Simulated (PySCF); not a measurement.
**How methods differ on the excitation energy of Xe**

Xe [Xe] (1S) → Xe [Kr] 4d10 5s1 5p6 6p1 (3P), as a difference of total energies. Computed with PySCF 2.14 in aug-cc-pVDZ-PP with ECP28MDF (5s4p3d, 32 functions), with a scalar-relativistic core potential. Correlated levels: valence: 4s2 4p6 4d10 frozen. The calculations carry no spin-orbit coupling.

```csv
method,excitation energy (cm⁻¹)
UHF,199040
LDA,181300
PBE,178730
PBE0,185620
r2SCAN,184670
BLYP,178700
HSE06,185190
M06-2X,189180
r2SCANh,186630
```

**Question.** Estimate what MP2 (valence) gives.

**Answer.** 186930 cm⁻¹, closest to r2SCANh among the rows shown.

**Question.** Estimate what SCS-MP2 (valence) gives.

**Answer.** 184580 cm⁻¹, closest to r2SCAN among the rows shown.

The upper state lies above the first ionisation limit, where it may autoionise and the basis confines it. A Rydberg-like electron needs more diffuse functions than a valence basis has.

The promoted electron is Rydberg-like, and one or two diffuse shells describe it only roughly, which tends to raise the upper state.
